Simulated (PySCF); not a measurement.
Molecule: trans-1,2-dimethylcyclohexane (SMILES [C@@H]1(C)CCCC[C@H]1C).

Bonds (- single, = double, # triple, : aromatic): C1-C2, C2-C3, C3-C4, C4-C5, C5-C6, C6-C7, C7-C8, C7-C2. C1 carries H9, H10, H11; C2 carries H12; C3 carries H13, H14; C4 carries H15, H16; C5 carries H17, H18; C6 carries H19, H20; C7 carries H21; C8 carries H22, H23, H24. Stereochemistry as in C[C@@H]1CCCC[C@H]1C. H14, H16, H18, H19 are cis to C1 on the ring; H13, H15, H17, H20 are trans to C1 on the ring.

Geometry PBE0-D3(BJ)/def2-SVP throughout; GIAO in PySCF 2.14, gas phase, one conformer, non-relativistic; equivalent atoms averaged; basis pcSseg-1.

For orientation, BP86 gives these absolute shieldings σ: C3/C6 139.8, C4/C5 148.5, C1/C8 157.0, H16/H17 29.59, H13/H19 29.71, H15/H18 29.99, H9/H10/H11/H22/H23/H24 30.32, H14/H20 30.37, H12/H21 30.56 ppm.

A run gave: C3/C6 146.8, C4/C5 155.2, C1/C8 162.5, H16/H17 29.69, H13/H19 29.82, H15/H18 30.08, H9/H10/H11/H22/H23/H24 30.36, H14/H20 30.45, H12/H21 30.68 ppm (absolute shieldings σ).

Task: Which functional was used in that run?
A. HF
B. LDA
C. PBE0
D. KT2

Result: C. C4/C5 tells them apart best: PBE0 gives 155.2, HF gives 165.2, KT2 gives 151.9, LDA gives 149.6 ppm.
